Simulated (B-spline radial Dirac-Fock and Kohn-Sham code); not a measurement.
Satellites and hypersatellites of the K lines of Co²⁺

System: cobalt as Co²⁺, 1s2 2s2 2p6 3s2 3p6 3d7, inside a Watson sphere of charge -2 and radius 2.2 Å (a model of the Madelung potential; inside it an electron's potential energy is raised by 13.1 eV).

Model: ΔSCF Dirac-Fock with Breit, self-energy and vacuum polarisation, finite nucleus, configuration average. Program: a radial B-spline solver. Each two-hole energy is an average over J within one jj subconfiguration, not an observable level; in light atoms, where LS coupling holds, the j-resolved values are not observed lines, and for a K spectator the Kα1 hypersatellite is nearly forbidden. No correlation.

Lines without a spectator: Kα2 (K-L2) 6914.2 eV, Kα1 (K-L3) 6928.7 eV, Kβ3 (K-M2) 7645.4 eV, Kβ1 (K-M3) 7647.2 eV. Shifts in eV with one spectator hole (a dash: not computed, or left out as unreliable):

| spectator hole | Kα2 | Kα1 | Kβ3 | Kβ1 |
| --- | --- | --- | --- | --- |
| L2 (2p1/2) | +26.47 | +32.4 | – | +72.5 |
| L3 (2p3/2) | +30.1 | +28.83 | +69.9 | – |
| M2 (3p1/2) | – | +2.38 | +5.03 | +6.64 |
| M3 (3p3/2) | +2.17 | – | +6.26 | +5.83 |

Problem. Where does the K-L3 hypersatellite lie, emitted when both K electrons are missing?

Solution. +286.4 eV from the normal line, at 7215.1 eV. Removing both K electrons costs 15843.4 eV, which is 381.9 eV more than twice the K binding energy. In light atoms the observed hypersatellite is the ¹S₀ → ¹P₁ component, which lies below this average, and the triplet component is nearly forbidden.

With n spectator holes in 2p, averaged over the 2p shell (energies in eV):

```
n    KαLⁿ   step  hypersatellite KαʰLⁿ
0  6923.9      –                7209.5
1  6953.8  +30.0                7240.6
2  6984.8  +31.0                7272.7
3  7016.9  +32.1                7306.0
4  7050.0  +33.2                7340.3
5  7084.3  +34.3                7375.8
```
